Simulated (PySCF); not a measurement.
SiHFClBr, SMILES F[SiH](Cl)Br. Atoms are numbered in the order given.

```xyz
5

Si    -0.5886    -0.5420     0.3432
F     -0.9190    -1.6931    -0.7385
Cl    -1.9688     0.9563     0.1172
Br     1.4471     0.2197    -0.0527
H     -0.6677    -1.1198     1.6951
```
Charge 0, spin multiplicity 1.

Geometry: B3LYP-D3(BJ)/def2-SVP.

Calculation: PySCF with PBE0/def2-TZVPD.

ESP charges are fitted to the potential on shells at 1.4 to 2.0 van der Waals radii. Atomic charges (e):

```
atom    IAO  ESP fit
----  -----  -------
Si1    1.17     0.07
F2    -0.53    -0.11
Cl3   -0.29    -0.03
Br4   -0.23    -0.02
H5    -0.13     0.09
```
